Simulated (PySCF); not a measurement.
## Electron correlation in La³⁺ (lanthanum, charge +3)

[Xe], closed-shell 1S. All numbers are calculated (PySCF 2.14, scalar relativity by spin-free X2C-1e, in x2c-QZVPPall (16s10p9d6f2g, 151 functions)). Frozen: [Kr] 4d10; 8 electrons correlated.

MP2 pair energies summed by pair of shells (mhartree):

```tsv
pair	energy	share (%)
5p-5p	-131.47	73.7
5s-5p	-39.93	22.4
5s-5s	-7.10	4.0
```

Total MP2 correlation energy: -178.49 mhartree.

Same-spin part -40.34 and opposite-spin part -138.15 mhartree; SCS-MP2 scales them by 1/3 and 6/5 to -179.23 mhartree.
